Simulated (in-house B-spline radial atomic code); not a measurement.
A calculation on the promethium ion Pm³⁺ (an excited or competing configuration): its settings, and results tabulated from the run. Method: scalar-relativistic (X2C) AM05, spin-polarised, spherical fractional occupations, Fermi nucleus of rms radius 4.962 fm. Calculated with a B-spline radial code for spherical atoms.

Command:
```bash
python run_scf.py task.json out
```
Settings (nuclear radius in fm, mass in u):
```
Z                61
configuration    [Kr] 4d9 4f4 5s2 5p6 6d1
hamiltonian      x2c
method           am05
spin_polarised   True
nucleus          fermi
rms_radius       4.962
atomic_mass      144.91276
speed_of_light   137.035999084
```

Output (hartree, bohr):
```
 radial grid: 78 intervals, B-splines of order 8, outer radius 51.8919 bohr

 iter        energy (Eh)    residual
    1       -9979.694917    6.60e-01
    2       -9990.902682    7.56e-01
    3      -10004.977490    1.76e-01
    4      -10005.582987    5.34e-02
    5      -10005.632101    1.46e-02
    6      -10005.636084    4.45e-03
    7      -10005.636455    7.45e-04
    8      -10005.636472    5.25e-05
    9      -10005.636472    4.82e-06
   10      -10005.636472    4.16e-07

 total energy                    -10005.63647
 kinetic                           10821.1194
 electron-nucleus                 -24399.1756
 Hartree                            3795.0128
 exchange-correlation               -222.5931

 orbital      occ     eigenvalue          <r>       <r^2>       <1/r>       r_max
 1s up      1.000     -1650.6821    0.0225093  0.00069919     71.8286     0.01398
 1s down    1.000     -1650.6814    0.0225093 0.000699188     71.8287     0.01398
 2s up      1.000      -270.0339    0.0983954   0.0114892     16.5182     0.08375
 2s down    1.000      -270.0126    0.0983922   0.0114885     16.5189     0.08375
 2p up      3.000      -241.8071    0.0867428   0.0092001     14.7792     0.06722
 2p down    3.000      -241.7901    0.0867389  0.00919925     14.7798     0.06721
 3s up      1.000       -60.3509     0.260486    0.077665     5.90863       0.239
 3s down    1.000       -60.2823       0.2603     0.07755     5.91349       0.239
 3p up      3.000       -51.4522     0.258546   0.0775774     5.41771      0.2339
 3p down    3.000       -51.3832     0.258323   0.0774378     5.42239      0.2338
 3d up      5.000       -39.0597     0.236324   0.0657464     5.10212      0.1916
 3d down    5.000       -38.9983     0.236076   0.0655922     5.10619      0.1916
 4s up      1.000       -13.4488     0.590519    0.393611      2.4554      0.5516
 4s down    1.000       -13.2684     0.590586     0.39374      2.4545      0.5514
 4p up      3.000       -10.5000     0.623269    0.441685     2.22858      0.5746
 4p down    3.000       -10.3211      0.62357    0.442218     2.22702      0.5744
 4d up      5.000        -6.2870     0.677902    0.532091     1.95536      0.5993
 4d down    4.000        -6.1112     0.679407    0.534935     1.95153      0.5991
 4f up      4.000        -1.7460     0.853245    0.904487        1.48      0.6103
 5s up      1.000        -2.9368      1.35962     2.06922     0.99119       1.248
 5s down    1.000        -2.8575      1.37703     2.12226    0.974793        1.26
 5p up      3.000        -2.1461      1.53511     2.64943    0.858325       1.387
 5p down    3.000        -2.0874      1.55871     2.73055    0.841756       1.404
 6d up      1.000        -0.5065      4.72453     24.7438    0.271527       4.563
```

Run time, properties included: 0.16 s on 1 thread of Intel(R) Xeon(R) 6975P-C (shared host).

One-electron X2C: radii and densities carry no picture-change correction, so inner-shell <1/r> comes out high (for 1s by about 2 % at Z = 33, 5 % at 54, 10 % at 75, 30 % at 118) and <r> low.
